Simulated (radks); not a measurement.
Problem. Radial electron density D(r) = 4 pi r^2 rho(r) of an atom or ion with 3 electrons. All-electron calculation, non-relativistic Kohn-Sham, PBE, spin-polarised, spherical densities, point nucleus. Program: a radial shooting solver on a logarithmic mesh with Libxc functionals.

```
   r/bohr * D(r) (the largest magnitude, 38.9, reaches the edge; | marks zero)
  0.00282 |  *
 0.003104 |   *
 0.003417 |    *
 0.003761 |    *
  0.00414 |     *
 0.004557 |       *
 0.005016 |        *
 0.005521 |         *
 0.006078 |           *
 0.006637 |             *
 0.007306 |               *
 0.008042 |                  *
 0.008852 |                    *
 0.009744 |                       *
  0.01073 |                          *
  0.01181 |                              *
    0.013 |                                 *
  0.01431 |                                     *
  0.01575 |                                        *
  0.01733 |                                            *
  0.01908 |                                               *
    0.021 |                                                  *
  0.02312 |                                                    *
  0.02545 |                                                     *
  0.02801 |                                                      *
  0.03083 |                                                      *
  0.03394 |                                                    *
  0.03736 |                                                 *
  0.04113 |                                              *
  0.04527 |                                         *
  0.04983 |                                    *
  0.05485 |                               *
  0.06038 |                         *
  0.06646 |                    *
  0.07316 |                *
  0.08053 |            *
  0.08864 |          *
  0.09758 |        *
   0.1074 |        *
   0.1182 |        *
   0.1301 |        *
   0.1421 |        *
   0.1564 |        *
   0.1722 |        *
   0.1895 |       *
   0.2086 |      *
   0.2297 |    *
   0.2528 |   *
   0.2783 | *
   0.3063 |*
   0.3372 |*
   0.3712 *
   0.4086 *
   0.4497 *
    0.495 *
   0.5449 *
   0.5998 *
```

What is the nuclear charge?

Solution. Z = 35. The innermost maximum, from 1s, lies near 1/Z = 0.0286 bohr (found: 0.0282), and its height grows with Z. The density is that of the bromine ion Br32+ in [He] 2s1; the configuration itself is not fixed sharply by these data, and Z only to about a unit. D(r) has 2 maxima, at r = 0.0282, 0.147 bohr, and minima at 0.112 bohr, inside which lie 2.11 electrons.
